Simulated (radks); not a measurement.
Valence configurations of Pr III (all share [Xe]). All-electron calculation, scalar-relativistic Kohn-Sham, BLYP, spin-polarised, spherical densities, point nucleus; open shells are filled with parallel spins first (spin-orbit coupling, left out, can overturn this in heavy ions). Program: a radial shooting solver on a logarithmic mesh with Libxc functionals. Energies are relative to 4f3; eigenvalues in eV for spin up.

valence          E (eV)  moment (Bohr magnetons)    e(4f)    e(5d)    e(6p)    e(6s)
4f3               0.000                        3  -14.361        -        -        -
4f2.5 5d0.5       0.789                        3  -16.880  -14.447        -        -
4f2.5 6s0.5       1.102                        3  -18.036        -        -  -14.507
4f2 5d1           2.514                        3  -19.661  -15.243        -        -
4f2.5 6p0.5       3.023                        3  -18.555        -  -10.978        -
4f2 6s1           3.646                        3  -22.130        -        -  -15.503
4f2 6p1           7.714                        3  -23.156        -  -11.985        -
4f1.5 5d1 6p0.5   8.078                        3  -24.464  -17.268  -11.485        -
4f1 5d2           9.208                        3  -25.841  -16.844        -        -
4f0.5 5d2.5      14.362                        3  -29.177  -17.635        -        -

NIST lists [Xe] 4f3 as the ground configuration; this level of theory agrees among the configurations tried. The energies are those of spherical high-spin densities, not of single terms.
